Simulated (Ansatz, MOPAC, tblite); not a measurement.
System: H2B, doublet: symmetric bend, bond length relaxed. Scanned: H-B-H angle. Other coordinates (B-H bond length) were minimised at PBE0/def2-TZVP.

- UKS-PBE/cc-pVTZ = unrestricted PBE/cc-pVTZ (Ansatz, a quantum-chemistry and plane-wave program)
- GFN2-xTB, 300 K electronic temperature (tblite)
- PM7, unrestricted, heats of formation (MOPAC)

Energies in kJ/mol, each method relative to its own lowest point.

| a / ° | UKS-PBE/cc-pVTZ | GFN2-xTB | PM7 |
|---|---|---|---|
| 180 | ? | ? | 0.0 |
| 170 | 23.8 | 18.7 | 0.8 |
| 160 | 17.5 | 14.1 | 3.1 |
| 150 | 9.6 | 8.1 | ? |
| 140 | 2.9 | 2.7 | 11.0 |
| 130 | 0.0 | 0.0 | 15.8 |
| 120 | 3.0 | 1.8 | 20.5 |
| 110 | 13.7 | ? | 24.9 |
| 100 | 33.4 | 26.3 | 28.8 |
| 90 | 63.6 | 53.7 | ? |
| 80 | 105.4 | 95.5 | 31.7 |
| 70 | 160.0 | 156.3 | 25.5 |
| 60 | 228.1 | 241.0 | 8.1 |

What belongs in the gaps?


- 180, UKS-PBE/cc-pVTZ: 26.2
- 180, GFN2-xTB: 20.4
- 150, PM7: 6.7
- 110, GFN2-xTB: 9.9
- 90, PM7: 31.6
